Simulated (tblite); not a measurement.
Run record: tight-binding relaxation, `[SiH3][SiH2][SiH2][C@H]1C[C@H](C#N)C1`.

Computed with GFN2-xTB geometry optimisation, gas phase (tblite 0.8.0). Start geometry: from a force field or distance geometry. The input is one job of a driver script: a line of settings, then coordinates in Å.

Command:
```bash
OMP_NUM_THREADS=1 python probes_run.py task.json out
```

Input:
```
{"job": {"kind": "relax", "xc": "GFN2-xTB", "basis": "xTB"}, "charge": 0, "multiplicity": 1}
N     -4.679200     0.890000    -0.598000
C     -3.587900     0.760800    -0.242200
C     -2.206200     0.559000     0.217800
C     -1.938200    -0.875100     0.476800
C     -0.899200    -0.903900    -0.610400
Si     0.766400    -1.387100    -0.046100
Si     1.940500     0.179700     0.989600
Si     3.563200     1.058400    -0.281400
C     -1.175700     0.524900    -0.899000
H     -1.954100     1.215900     1.078000
H     -2.790300    -1.531400     0.249100
H     -1.485200    -1.010000     1.491100
H     -1.240000    -1.594400    -1.429300
H      0.622300    -2.514900     0.896800
H      1.544300    -1.925400    -1.179400
H      1.108200     1.222200     1.613600
H      2.660700    -0.502900     2.097200
H      3.927600     2.346300     0.333800
H      4.787200     0.244900    -0.246600
H      3.096000     1.332800    -1.633800
H     -0.366700     1.259500    -0.793200
H     -1.704300     0.670100    -1.870700
```

Output:
```
step      E/eV     max force
  0    -689.51723    2.520
  1    -689.78879    2.949
  2    -689.72915    5.703
  3    -689.90412    0.888
  4    -689.95156    0.653
  5    -690.01507    1.160
  6    -690.04354    0.625
  7    -690.05675    0.254
  8    -690.07064    0.492
  9    -690.08667    0.669
... (107 lines left out)
117    -690.18144    0.019
118    -690.18150    0.016
119    -690.18156    0.020
120    -690.18161    0.018
121    -690.18167    0.018
122    -690.18171    0.018
123    -690.18175    0.025
124    -690.18179    0.024
125    -690.18182    0.013
126    -690.18184    0.009
```

«max force» is the largest atomic force in eV/Å.

Question: From which step on does the largest force stay under 0.1 eV/Å, and how much energy is left to gain from there?

Answer: From step 110 (0.067 eV/Å), 1.3 meV above the end.

Summary of the converged run: energy lowered by 15.3 kcal/mol over 126 steps; largest atomic force 0.009 eV/Å at the end.

Question: Where do the atoms end?

Answer: 0.486 Å rms from the input after alignment:
```
atom  x, y, z in Å
N1    -4.3724    1.4381   -0.4329
C2    -3.2953    1.1231   -0.2087
C3    -1.9548    0.6848    0.0494
C4    -1.8482   -0.7321    0.6547
C5    -0.9928   -1.1792   -0.5449
Si6    0.8116   -1.6538   -0.1477
Si7    1.8796   -0.0122    1.1024
Si8    3.3461    1.3585   -0.0524
C9    -1.1854    0.2014   -1.1989
H10   -1.4292    1.4520    0.6229
H11   -2.8082   -1.2411    0.7374
H12   -1.3545   -0.7623    1.6255
H13   -1.4750   -1.9732   -1.1173
H14    0.7417   -2.9729    0.4952
H15    1.4580   -1.8531   -1.4538
H16    0.8787    0.8267    1.7919
H17    2.5794   -0.6620    2.2226
H18    3.7104    2.5797    0.6683
H19    4.5936    0.6565   -0.3600
H20    2.7752    1.7885   -1.3337
H21   -0.2743    0.7629   -1.4040
H22   -1.7947    0.1890   -2.1023
```

Question: How long does this job take on Intel Xeon 6975P-C, one thread, no GPU, shared host?

Answer: About 1.3 s.
Labels such as C1 count atoms from 1, the log's own numbers from 0.
